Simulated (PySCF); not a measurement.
## Does the structure fit the spectrum?

A compound C5H12OSi gives the data below (simulated from a calculation) and was assigned the structure `CC(C)[C@H]([SiH3])C=O`.

13C{1H} NMR (computed): δ 247.5 (C), 51.0 (CH2), 10.7 (CH3), 8.2 (CH3), 3.8 (CH2).

1H NMR (300 MHz, computed): δ 4.29 (t, 2H), 2.74 (q, 2H), 1.07 (m, 3H), 1.06 (t, 3H), 0.95 (m, 2H).

One conformer, no solvent, non-relativistic Hamiltonian, equivalent nuclei averaged. σ from GIAO-PBE0/pcSseg-1; structure optimised with GFN2-xTB; PySCF.

δ = σ(ref) − σ, references computed at the same level: 1H, 13C against TMS.

(1) Compare with the shifts computed for the proposed structure, pairing carbons in order of shift.

(2) Which isomer fits?

## Answers

(1) Numbering as in the mapped SMILES `[CH3:1][CH:2]([CH3:3])[C@H:4]([SiH3:5])[CH:6]=[O:7]`. Each H is labelled by its parent atom.

```json
{"atom": "C6", "computed for proposal": "208.7", "given list": "247.5", "difference": "-38.8"}
{"atom": "C4", "computed for proposal": "52.8", "given list": "51.0", "difference": "+1.8"}
{"atom": "C2", "computed for proposal": "31.3", "given list": "10.7", "difference": "+20.6"}
{"atom": "C1", "computed for proposal": "27.8", "given list": "8.2", "difference": "+19.6"}
{"atom": "C3", "computed for proposal": "23.8", "given list": "3.8", "difference": "+20.0"}
```

The rms difference is 23.3 ppm and the largest -38.8 ppm at C6 (aldehyde carbonyl carbon). The carbon types in order of shift don't match either: CH, CH, CH, CH3, CH3 for the proposal against C, CH2, CH3, CH3, CH2 in the data. The proposal doesn't fit.

(2) SMILES CC[SiH2]C(=O)CC.

Carbon types of the structure: 1 × C, 2 × CH2, 2 × CH3, leaving 2 H on heteroatoms. δC 247.5: carbonyl carbon. δC 51.0: sp3 CH2 α to a carbonyl; α to the electron-withdrawing carbonyl group. δC 10.7, 8.2: methyl carbon; saturated and bonded to C and H only. δH 2.74: hydrogen on an sp3 CH2 α to a carbonyl; α to C=O.

This is the structure that produced the data.

Shifts are as computed. Against solution values, carbons near 30 ppm lie about +3 ppm off and those near 130 ppm about +5 ppm. Of 1211 compounds with measured shifts, 218 miss one by over three times the rms of a fit or turn the order of signals round; such compounds aren't used in these exercises. No couplings were computed; multiplicities are counted from neighbouring protons, with m where these are inequivalent, close in shift, in a saturated or five-membered ring or joined by F or P, and br s for small geminal =CH2 splittings.
